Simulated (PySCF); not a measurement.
CuF, SMILES [F][Cu], multiplicity 1.

Coordinates come from a PBE0-D3(BJ)/def2-TZVPD optimisation. The spin state was assumed, not searched.

The numbers are results of TDA-LC-ωPBE/def2-TZVPD (PySCF), not measurements.

Vertical excitations; the highest root listed may be one member of a degenerate set. Gas-phase values at a fixed geometry. State labels are in the subgroup C2v.

| state | symmetry | energy (eV) | λ (nm) | f | main pairs |
|---|---|---|---|---|---|
| S1 | B1 | 2.49 | 498 | 0.008 | HOMO−2→LUMO (degenerate set) |
| S2 | B2 | 2.49 | 498 | 0.008 | HOMO−1→LUMO (degenerate set) |
| S3 | A1 | 2.67 | 464 | 0.002 | HOMO→LUMO 88 % |
| S4 | A1 | 2.79 | 445 | 0.000 | HOMO−3→LUMO (degenerate set) |
| S5 | A2 | 2.79 | 445 | 0.000 | HOMO−4→LUMO (degenerate set) |
| S6 | B1 | 6.02 | 206 | 0.011 | HOMO−6→LUMO (degenerate set) |
| S7 | B2 | 6.02 | 206 | 0.011 | HOMO−5→LUMO (degenerate set) |
| S8 | B1 | 6.27 | 198 | 0.073 | HOMO→LUMO+1 (degenerate set) |
| S9 | B2 | 6.27 | 198 | 0.073 | HOMO→LUMO+2 (degenerate set) |
| S10 | A2 | 6.29 | 197 | 0.000 | HOMO−1→LUMO+1 40 %, HOMO−2→LUMO+2 40 % |
| T1 | A1 | 1.68 | 738 | 0 | HOMO→LUMO 86 % |
| T2 | B1 | 1.96 | 632 | 0 | HOMO−2→LUMO, HOMO−6→LUMO (degenerate set) |
| T3 | B2 | 1.96 | 632 | 0 | HOMO−1→LUMO, HOMO−5→LUMO (degenerate set) |
| T4 | A1 | 2.37 | 523 | 0 | HOMO−3→LUMO 90 % |
Triplets are in the Tamm–Dancoff approximation.
